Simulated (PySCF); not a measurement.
HBr$_{2}$GaS, SMILES `[SH][Ga]([Br])[Br]` (H–S–Ga–Br torsion 180°), neutral singlet in the gas phase. 

Cartesian coordinates (Å):
```xyz
5

S      1.7051     0.5156     0.0434
Ga    -0.4660     0.1942     0.0059
Br    -1.8680     1.9976     0.0791
Br    -1.3585    -1.9124    -0.1062
H      1.9736    -0.8009    -0.0206
```
Charge 0, multiplicity 1.

All levels are single points at this geometry (B3LYP-D3(BJ)/def2-TZVP); Pople sets use spherical d functions. Orbital energies aren't observables, and empty levels follow the basis.

B3LYP/6-311+G** (LANL2DZ on Br, Ga) in PySCF gives HOMO (eV) = -8.11.

Question: Estimate the HOMO (eV) from each of these levels: B3LYP-D3(BJ)/def2-TZVP in PySCF; B3LYP/LANL2DZ in PySCF; PBE/6-31G* in PySCF; SVWN5/6-31G* in PySCF; HF/6-31G* in PySCF.

Answer: 
```tsv
level	HOMO (eV)
B3LYP-D3(BJ)/def2-TZVP in PySCF	-7.98
B3LYP/LANL2DZ in PySCF	-8.21
PBE/6-31G* in PySCF	-6.97
SVWN5/6-31G* in PySCF	-7.09
HF/6-31G* in PySCF	-11.06
```
